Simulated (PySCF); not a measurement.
C₆H₁₂O.
SMILES with atom numbers: `[CH3:1]/[CH:2]=[C:3](\[CH3:4])[CH2:5][O:6][CH3:7]` (hydrogens: H8, H9, H10 on C1; H11 on C2; H12, H13, H14 on C4; H15, H16 on C5; H17, H18, H19 on C7)

Cartesian coordinates in Å at the PBE0-D3(BJ)/def2-SVP level; atoms count from 1:
```
atom  x, y, z in Å
C1     1.812   -1.348    1.331
C2     0.841   -1.099    0.226
C3     0.454    0.080   -0.286
C4     0.906    1.427    0.188
C5    -0.507    0.117   -1.449
O6    -1.638    0.915   -1.218
C7    -2.502    0.396   -0.254
H8     1.350   -1.950    2.132
H9     2.196   -0.423    1.782
H10    2.678   -1.929    0.969
H11    0.404   -2.000   -0.226
H12    1.517    1.384    1.099
H13    0.032    2.070    0.379
H14    1.494    1.934   -0.595
H15   -0.009    0.563   -2.327
H16   -0.804   -0.916   -1.721
H17   -2.025    0.307    0.741
H18   -3.361    1.077   -0.173
H19   -2.876   -0.609   -0.536
```

Linear response at wB97X-D/def2-SVPD (PySCF, frozen core in the response, non-relativistic).

Static isotropic polarisability: 80.43 au (11.92 Å³), principal values 68.8, 76.4, 96.1 au.

(1) What is the polarisability at 1064 nm and at the sodium D line?

(2) What is the isotropic C6 coefficient between two such molecules, C6 = (3/π)∫α(iω)² dω?

(3) Which effective excitation energy ω̄ makes London's formula C6 = (3/4)α²ω̄ exact here?

(4) What molar refraction at the D line follows from R = (4π/3)·N_A·α′, with α′ the polarisability volume?

(5) The lowest 6 singlets have (eV, f): 6.95, 0.011; 6.98, 0.005; 7.08, 0.455; 7.56, 0.033; 7.79, 0.012; 8.12, 0.004. What share of the static polarisability do they carry in the sum over states α = Σ f/ω²?

(6) How anisotropic is the static polarisability, by Δα² = ½[(α1 − α2)² + (α2 − α3)² + (α3 − α1)²]?

(7) What does −C6/R⁶ come to at R = 10 Å between centres?

(8) What n − 1 at the D line would an ideal gas of it have at 273.15 K and 1 atm (2.6868 × 10¹⁹ cm⁻³), by n − 1 = 2π·N·α′?

Results:

(1) 81.09 au at 1064 nm (+0.8 %), 82.66 au at 589.3 nm (+2.8 %). The rise at 589.3 nm is 3.37 times that at 1064 nm; a pure ω² law gives 3.26. The lowest singlet lies at 178 nm, shorter than both wavelengths.

(2) 2754 au (Eh·bohr⁶) by a ten-point quadrature over imaginary frequencies, which is 1650 eV·Å⁶ or 159 J·nm⁶/mol.

(3) ω̄ = 4·C6/(3α²) = 0.568 Eh = 15.4 eV. A one-pole form α(ω) = α/(1 − ω²/ω̄²) fitted to the 1064 nm value gives 12.9 eV.

(4) α′ = 12.25 Å³ gives R = 30.90 cm³/mol, for isolated, non-vibrating species.

(5) 7.59 au, 9.4 % of α; the largest term, 6.72 au, is that of the state at 7.08 eV. Their oscillator strengths add up to 0.52. Higher states carry the rest.

(6) Δα = 24.4 au, or 0.30 of the isotropic value.

(7) -160 J/mol. This is the leading, orientation-averaged term; C8 and higher terms are left out.

(8) 20.68 × 10⁻⁴, a formal value whether or not that pressure can be reached.

Hardware: an Intel Xeon Platinum 8375C at 2.90 GHz with one thread, no GPU (shared host). Cost: 70 s of wall time, 1.1 GiB resident at most. This is the whole response run at wB97X-D/def2-SVPD, SCF included.

One conformer stands for the species.

The pairwise dispersion term of wB97X-D wasn't added to the energies; at a given geometry it leaves orbitals and properties as they are.
